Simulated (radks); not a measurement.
Q: Species: Mn2+. Configuration: [Ar] 3d5. Calculated with a radial shooting solver on a logarithmic mesh with Libxc functionals: non-relativistic Kohn-Sham, MS2 meta-GGA, spin-unpolarised, spherical densities, point nucleus; meta-GGA in the generalised Kohn-Sham scheme. Some entries of the table are withheld. Estimate them.

orbital  occ.  eigenvalue (hartree)  r(max) (bohr)
1s          2                   (1)        0.04053
2s          2             -27.83495            (2)
2p          6             -23.83668         0.1899
3s          2              -3.84475         0.7442
3p          6              -2.69034         0.7579
3d          5              -0.88817            (3)
4s          0              -0.69270          2.288
4p          0              -0.49529          2.697

A: 
(1) 1s eigenvalue (hartree): -235.4384
(2) 2s r(max) (bohr): 0.2345
(3) 3d r(max) (bohr): 0.7630
